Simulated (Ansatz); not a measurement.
Consider the ligand exchange at the Si–S bond: `C[Si](O)(S)Cl` + H–F → `C[Si](O)(F)Cl` + H₂S.

Program: Ansatz. Geometries: PBE0-D4/def2-TZVP. ΔE: electronic, gas phase. CBS: MP2 limit from def2 TZ/QZ plus the TZ coupled-cluster correction, frozen cores. This one scheme is used for every species. DFT in def2-TZVPP. B3LYP here is the variant with VWN-RPA as its local correlation; programs differ in this. Each species was taken in one conformer, which may not be the lowest.

CCSD(T)/CBS gives -21.1 kcal/mol.

Another level gave -20.1 kcal/mol. Which?
A. B3LYP/def2-TZVPP
B. PBE/def2-TZVPP
C. B2PLYP/def2-TZVPP
D. PBE-D4/def2-TZVPP

B. PBE -20.1, PBE-D4 -18.6, B2PLYP -23.6, B3LYP -24.7 kcal/mol.

Largest T1 diagnostic among the species: 0.010.

The D4 term adds +2.5 kcal/mol with B3LYP and +1.3 kcal/mol with PBE0; it sums over pairs of atoms, weighted by their polarisabilities, and B3LYP, whose exchange is more repulsive, gets the larger term. In def2-TZVPP, CCSD(T) changes the Hartree–Fock value by +6.0 kcal/mol (the triples alone add +1.2 kcal/mol) and MP2 by +7.8 kcal/mol.
